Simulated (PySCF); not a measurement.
[Er(H2O)9]3+ at several levels of theory

Computed with PySCF 2.14.0 (density fitting, no spin-orbit coupling) at the geometry relaxed with BP86:

```xyz
28
[Er(H2O)9]3+ (singlet in the valence; each metal's 4f electrons, 11 of them, lie in its core potential, out of spins and levels)
Er    0.0000    0.0000    0.0000
O     1.7192    0.0053    1.7274
H     1.7834   -0.5207    2.5536
H     2.4615    0.6461    1.7676
O    -0.8642    1.4863    1.7274
H    -0.4408    1.8048    2.5536
H    -1.7904    1.8087    1.7676
O    -0.8550   -1.4916    1.7274
H    -1.3426   -1.2841    2.5536
H    -0.6712   -2.4548    1.7676
O     1.7192   -0.0054   -1.7274
H     2.4615   -0.6462   -1.7676
H     1.7834    0.5206   -2.5536
O    -0.8550    1.4916   -1.7274
H    -0.6711    2.4549   -1.7676
H    -1.3426    1.2841   -2.5536
O    -0.8643   -1.4862   -1.7274
H    -1.7904   -1.8087   -1.7676
H    -0.4408   -1.8048   -2.5536
O     1.2426    2.1522    0.0000
H     1.0357    2.9590    0.5191
H     2.0448    2.3764   -0.5191
O    -2.4852    0.0000    0.0000
H    -3.0804   -0.5826    0.5191
H    -3.0804    0.5826   -0.5191
O     1.2426   -2.1522    0.0000
H     2.0447   -2.3764    0.5191
H     1.0356   -2.9590   -0.5191
```

| level | basis | state | HOMO (eV) | gap (eV) | charge on Er1 (e) | population of f-type functions on Er1 (polarisation alone where 4f lies in the core) | dipole about the centre of mass (D) | largest force component (eV/Å) |
| --- | --- | --- | --- | --- | --- | --- | --- | --- |
| BP86 | Er lcecp-1-SVP with ECP57, O def2-SVP, H def2-SVP | singlet | -18.86 | 7.36 | 0.46 | 0.05 | 0.00 | 0.01 |
| TPSSh | the same | singlet | -19.64 | 8.59 | 0.71 | 0.04 | 0.00 | 0.32 |
| PBE0 | the same | singlet | -20.67 | 9.95 | 0.79 | 0.04 | 0.00 | 0.63 |
| M06-L | the same | singlet | -19.26 | 8.21 | 0.97 | 0.04 | 0.03 | 0.54 |

In the lcecp rows the 4f levels are missing from HOMO and gap, and the state counts the valence alone.

Charges are Mulliken's, which hang on the basis. The relaxation used the grid (50, 194), these runs (75, 302) or, all-electron (x2c bases, spin-free X2C Hamiltonian), (99, 590).

Q: What does HF with Er lcecp-1-SVP with ECP57, O def2-SVP, H def2-SVP give here?

A: state singlet, HOMO (eV) -25.56, gap (eV) 17.73, charge on Er1 (e) 1.56, population of f-type functions on Er1 (polarisation alone where 4f lies in the core) 0.04, dipole about the centre of mass (D) 0.00, largest force component (eV/Å) 2.08. Time: 3.8 min on 4 threads of Arm Neoverse N1 (shared host), from an already converged density.

In the first row's basis the gap widens with exact exchange: 7.4 to 8.2 eV for BP86, M06-L (none); 8.6 to 9.9 eV for TPSSh, PBE0 (a fixed share); 17.7 eV for Hartree–Fock (rising or full at long range).

An lcecp potential fixes the number of 4f electrons, so in runs with it no electron can move into or out of that shell.
